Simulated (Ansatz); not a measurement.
Ti₂S⁺. Total charge 1; quartet. Geometry r2SCAN-D4/def2-TZVP; atoms count from 1.

```xyz
3

Ti   -1.308   -0.206   -0.365
Ti    0.815   -0.964    0.403
S     0.492    1.170   -0.037
```

At PBE0-D4/def2-TZVP a doublet of charge 1 lies 0.25 eV below the quartet, each at its own geometry. That doublet is doubtful there (⟨S²⟩ 2.20, where a pure state has 0.75). The structure comes from a short search, and lower isomers may exist.

**Question.** Estimate the Mulliken populations from the PBE0/def2-TZVP orbitals of Ansatz.

**Answer.** 
```
atom  charge (e)  spin (α − β)  d electrons
 Ti1        0.71          1.93         2.50
 Ti2        0.68          1.23         2.50
  S3       -0.40         -0.16            –
```
Mulliken values and Mayer orders depend strongly on the basis.

**Question.** Where does the spin sit?

**Answer.** Summed by element: Ti 3.16, S -0.16, of 3 unpaired in all. Largest on single atoms: Ti1 1.93, Ti2 1.23, S3 -0.16.

**Question.** And the Mayer bond orders between bonded heavy atoms (over 0.3)?

**Answer.** Ti1–Ti2 1.73 (2.38 Å); Ti1–S3 1.05 (2.29 Å); Ti2–S3 1.40 (2.20 Å).
